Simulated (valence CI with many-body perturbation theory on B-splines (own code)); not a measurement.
**Hyperfine factors and g values of Hg⁶⁴⁺**

Calculated by configuration interaction combined with many-body perturbation theory (CI+MBPT): six valence electrons over a frozen Dirac-Fock core [Ne], radial functions for each j: 9 s, 9 p, 8 d, 6 f, 3 g, 1 h, with the one-electron correlation potential Σ1 (screened to all orders), the two-electron term Σ2, the three-electron term Σ3, Breit, model QED; selected single and double excitations, second order for the rest, scaled by the run's own slope (own B-spline code, finite nucleus).

No measured spectrum was set against this ion. As an estimate, large intervals hold to a few tenths of a per cent, small ones and those within an open d or f shell to about a per cent. Among the levels kept, up to 1100 cm⁻¹ of a level comes from second order outside the variational space, and about a tenth of that is noise between levels of different J, which matters for small intervals.

A/g_I is the dipole constant over the nuclear g factor μ/I (μ in nuclear magnetons, uniformly magnetised nucleus), B/Q the quadrupole constant per barn. Both hold the static response of the core; the bare values leave it out. Large factors of s and p1/2 electrons are usually good to 5 to 10 %; those of open d and f shells near neutrality can be off by tens of per cent, and small factors of p3/2, d and f electrons come from cancelling terms and can be off by a factor of two or in sign, in half-filled shells by more. B is blank for J = 1/2, where it vanishes, and for nearly pure S terms. Energies count from the lowest level. Levels with J = 0 are left out.

Levels are named by their leading jj configuration (3d3/2^4 stands for four electrons in 3d with j = 3/2), which in mixed levels can hold well under half, so a name can repeat and another be missing. Letters in brackets count levels of one name in rising energy.

```
                             Level  E (× 10³ cm⁻¹)      g  A/g_I (MHz)  A/g_I bare  B/Q (MHz/b)  B/Q bare
        (3s^2 3p1/2^2 3p3/2^2) J=2            0.00  1.325       273000      272000        30700     30300
    (3s^2 3p1/2^2 3p3/2 3d3/2) J=2          2095.3  1.041       210000      212000        -3740     -3480
    (3s^2 3p1/2^2 3p3/2 3d3/2) J=1          2173.6  1.090       201000      203000      -252000   -251000
    (3s^2 3p1/2^2 3p3/2 3d3/2) J=3          2176.4  1.075       208000      210000       615000    611000
    (3s^2 3p1/2^2 3p3/2 3d5/2) J=4          3061.4  1.244       136000      138000       629000    625000
    (3s^2 3p1/2^2 3p3/2 3d5/2) J=2          3128.6  1.224        81900       85200      -360000   -355000
    (3s^2 3p1/2^2 3p3/2 3d5/2) J=3          3291.6  1.204       122000      124000       -31500    -28500
    (3s^2 3p1/2^2 3p3/2 3d5/2) J=1          3394.8  1.055      -105000      -98300        80400     80600
          (3s^2 3p1/2 3p3/2^3) J=1          4096.1  1.487      -340000     -330000      -279000   -276000
          (3s^2 3p1/2 3p3/2^3) J=2          4179.1  1.141       892000      879000      -587000   -580000
        (3s^2 3p1/2^2 3d3/2^2) J=2          4281.4  0.758       151000      155000         1580      1790
    (3s^2 3p1/2^2 3d3/2 3d5/2) J=3          5289.7  1.070        84200       88000        26300     27200
    (3s^2 3p1/2^2 3d3/2 3d5/2) J=2          5388.2  1.165        68200       71900       -47300    -48600
    (3s^2 3p1/2^2 3d3/2 3d5/2) J=4          5430.6  1.053        92200       96200       161000    166000
    (3s^2 3p1/2^2 3d3/2 3d5/2) J=1          5434.2  1.502        -3050         109        32900     34000
          (3s 3p1/2^2 3p3/2^3) J=2          5776.3  1.464      1990000     1950000      -516000   -511000
          (3s 3p1/2^2 3p3/2^3) J=1          5950.9  1.186     -1130000    -1100000      -209000   -207000
(3s^2 3p1/2 3p3/2^2 3d3/2) J=2 [a]          6103.2  1.025       473000      469000      -292000   -289000
(3s^2 3p1/2 3p3/2^2 3d3/2) J=1 [a]          6133.4  0.998       507000      502000       -90100    -89900
(3s^2 3p1/2 3p3/2^2 3d3/2) J=3 [a]          6174.2  1.062       461000      458000        14100     15100
    (3s^2 3p1/2 3p3/2^2 3d3/2) J=4          6242.0  1.038       536000      531000        98100    101000
(3s^2 3p1/2 3p3/2^2 3d3/2) J=2 [b]          6365.1  0.802       737000      730000       329000    328000
        (3s^2 3p1/2^2 3d5/2^2) J=4          6377.3  1.174        61500       64800        79100     81800
        (3s^2 3p1/2^2 3d5/2^2) J=2          6461.8  1.201        60200       63900       -49200    -50800
(3s^2 3p1/2 3p3/2^2 3d3/2) J=3 [b]          6487.5  1.163        87600       91200        60500     60900
(3s^2 3p1/2 3p3/2^2 3d3/2) J=2 [c]          6557.5  1.241       470000      466000       -36200    -37600
(3s^2 3p1/2 3p3/2^2 3d3/2) J=1 [b]          6613.3  1.452       243000      243000       224000    222000
(3s^2 3p1/2 3p3/2^2 3d3/2) J=1 [c]          6724.8  0.917      -584000     -566000      -143000   -140000
(3s^2 3p1/2 3p3/2^2 3d5/2) J=3 [a]          7033.2  1.307      -176000     -169000        72300     73400
(3s^2 3p1/2 3p3/2^2 3d5/2) J=4 [a]          7033.9  1.293       -84900      -79000       180000    182000
(3s^2 3p1/2 3p3/2^2 3d5/2) J=4 [b]          7145.3  1.172       454000      450000        25000     26400
    (3s^2 3p1/2 3p3/2^2 3d5/2) J=5          7171.5  1.184       414000      411000       120000    122000
    (3s^2 3p1/2 3p3/2^2 3d5/2) J=1          7180.2  0.880      1180000     1160000        15300     15500
(3s^2 3p1/2 3p3/2^2 3d5/2) J=2 [a]          7338.4  1.273      -330000     -319000       489000    486000
```

(1) Take the isotope of mass number 201, with I = 3/2, μ = -0.558 μN and Q = 0.387 b. What is the hyperfine structure of (3s^2 3p1/2^2 3p3/2 3d3/2) J=1?

Results:

(1) From the table A = -74900 MHz, B = -97600 MHz. Shifts from the centre of gravity in MHz: F = 1/2: 65200, F = 3/2: 172000, F = 5/2: -137000.
